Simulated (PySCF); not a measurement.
- GFN2-xTB geometry
- GIAO PBE0/pcSseg-1 shieldings
- program: PySCF 2.14
- one conformer, one averaged value for each set of equivalent atoms, isolated molecule, non-relativistic

Scale: TMS for $^{1}$H (σref 31.72) and $^{13}$C (σref 186.93) (reference shieldings calculated alike). Shifts are as computed. Against solution values, carbons near 30 ppm lie about +3 ppm off and those near 130 ppm about +5 ppm. Of 1211 compounds with measured shifts, 218 miss one by over three times the rms of a fit or turn the order of signals round; such compounds aren't used in these exercises. OH and NH positions are gas-phase values without hydrogen bonding to other molecules.

**Question.** Order these molecules by the shift of their most shielded carbon, lowest δ first.
A. CN/N=C(\C)C(C)(C)C
B. C=C1CCC1=C
C. C1=C[C@@H]2C[C@@H]2C1

**Answer.** A (10.1 ppm, methyl carbon), C (18.7 ppm, three-membered-ring carbon), B (28.5 ppm, allylic sp3 CH2).

**Question.** How many $^{13}$C and $^{1}$H signals does each give (equivalence by symmetry and fast rotation, but not about amide C–N or C=N bonds)? `C1=CCCCC1`, `C=C1CCC1=C`, `C1=C[C@@H]2C[C@@H]2C1`, `CN/N=C(\C)C(C)(C)C`

**Answer.** C1=CCCCC1: 3 C, 3 H; C=C1CCC1=C: 3 C, 3 H; C1=C[C@@H]2C[C@@H]2C1: 6 C, 8 H; CN/N=C(\C)C(C)(C)C: 5 C, 4 H.
